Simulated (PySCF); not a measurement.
Te(Cl)(OMe) (CH3ClOTe), SMILES CO[Te]Cl.

Geometry optimised at PBE0-D3(BJ)/def2-SVP. The def2 effective core potentials stand for the cores of Te; spin–orbit coupling is left out. One conformer was computed; it need not be the lowest.

The numbers are results of PBE0-D3(BJ)/def2-SVP (PySCF 2.14.0), not measurements.

Frequencies are harmonic and unscaled.

**Question.** List the normal modes with their intensities. (An estimate is asked for; the answer gives what the named calculation found.)

**Answer.** 
| mode | ν (cm⁻¹) | IR (km/mol) | moving atoms (share of kinetic energy) |
|---|---|---|---|
| 1 | 81 | 3.3 | C 37 %, Cl 34 %, H 19 %, Te 9 % |
| 2 | 129 | 1.0 | H 83 %, O 9 % |
| 3 | 215 | 10.2 | O 60 %, H 25 %, Cl 8 % |
| 4 | 287 | 2.4 | C 38 %, O 26 %, H 23 %, Te 12 % |
| 5 | 366 | 34.4 | Cl 77 %, Te 23 % |
| 6 | 576 | 37.5 | O 75 %, Te 11 % |
| 7 | 1102 | 125.9 | O 50 %, C 44 % |
| 8 | 1169 | 2.9 | H 76 %, C 19 % |
| 9 | 1180 | 9.8 | H 72 %, C 21 % |
| 10 | 1448 | 7.7 | H 91 % |
| 11 | 1456 | 13.5 | H 94 % |
| 12 | 1477 | 14.2 | H 95 % |
| 13 | 3020 | 56.9 | H 97 % |
| 14 | 3110 | 23.6 | H 90 %, C 10 % |
| 15 | 3143 | 10.4 | H 90 %, C 10 % |
